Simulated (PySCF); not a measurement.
**How methods differ on the excitation energy of In**

In [Kr] 4d10 5s2 5p1 (2P) → In [Kr] 4d10 5s2 5d1 (2D), as a difference of total energies. All numbers are calculated (PySCF 2.14, no relativity, point nucleus, in dyall-av2z (22s16p12d, 130 functions)). Correlated levels: valence: [Kr] 4d10 frozen; virtual orbitals above 40 to 60 times the deepest correlated orbital energy dropped. The calculations carry no spin-orbit coupling.

| method | excitation energy (cm⁻¹) | difference from reference (cm⁻¹) |
| --- | --- | --- |
| UHF | 35770 | +4339 |
| LDA | 33713 | +2282 |
| PBE | 32050 | +619 |
| PBE0 | 33472 | +2041 |
| r2SCAN | 34553 | +3122 |
| M06 | 32627 | +1196 |
| HSE06 | 33341 | +1910 |
| CAM-B3LYP | 35750 | +4319 |
| MP2 (valence) | 35814 | +4382 |
| SCS-MP2 (valence) | 35678 | +4247 |

Reference: 31431 cm⁻¹ (measured; NIST levels, between the centres of gravity of the two terms).

These non-relativistic numbers lack the scalar-relativistic shift.

The promoted electron is Rydberg-like, and one or two diffuse shells describe it only roughly, which tends to raise the upper state.
